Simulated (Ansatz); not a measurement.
Species: ZrI$_{3}$ (charge 0, doublet). The spin state was set by rule; other spins were not relaxed. 
Coordinates optimised at B3LYP-D3(BJ)/def2-TZVP (Ansatz, an electronic-structure program):
```
Zr
I 1 2.7040
I 1 2.7040 2 120.00
I 1 2.7040 2 120.00 3 -180.00
```
Charge 0, spin multiplicity 2.

Property: atomisation energy (electronic, to ground-state atoms), in kJ/mol. Cores are frozen in the correlated levels unless marked. Open shells are spin-unrestricted. No spin-orbit coupling. Frozen are the shells of the preceding noble gas and the d and f shells that filled before the atom's block. Past Kr the def2 sets carry scalar-relativistic core potentials. The coupled-cluster limit lacks core correlation, which all-electron functionals hold. CBS marks a two-point X^-3 extrapolation of the correlation energy; Hartree-Fock from the larger set. The bracket is a focal-point correction in the basis named.

```
level                                                                 program  atomisation energy (kJ/mol)
-------------------------------------------------------------  --------------  ---------------------------
PBE-D4/def2-TZVPD                                              Ansatz + dftd4                            …
revPBE-D4/def2-TZVPD                                           Ansatz + dftd4                       1137.4
BHLYP-D4/def2-TZVPD                                            Ansatz + dftd4                       1082.1
r2SCAN0-D4/def2-TZVPD                                          Ansatz + dftd4                            …
HSE06-D3(BJ)/def2-TZVPD                                        Ansatz + dftd3                       1160.3
wB97M-V/def2-TZVPD                                                     Ansatz                       1089.3
B2GP-PLYP-D4/def2-TZVPD                                        Ansatz + dftd4                            …
B2PLYP/def2-TZVPD                                                      Ansatz                            …
SCS-MP2/def2-SVPD                                                      Ansatz                       1038.2
SCS-MP2/def2-TZVPPD                                                    Ansatz                       1091.5
CCSD/def2-SVP                                                          Ansatz                       1012.9
RI-MP2/CBS(def2-TZVPPD,def2-QZVPPD)+[CCSD(T)-MP2]/def2-TZVPPD          Ansatz                       1134.4
```

Complete the blanks.


- PBE-D4/def2-TZVPD, atomisation energy (kJ/mol): 1184.1
- r2SCAN0-D4/def2-TZVPD, atomisation energy (kJ/mol): 1135.9
- B2GP-PLYP-D4/def2-TZVPD, atomisation energy (kJ/mol): 1103.7
- B2PLYP/def2-TZVPD, atomisation energy (kJ/mol): 1093.3
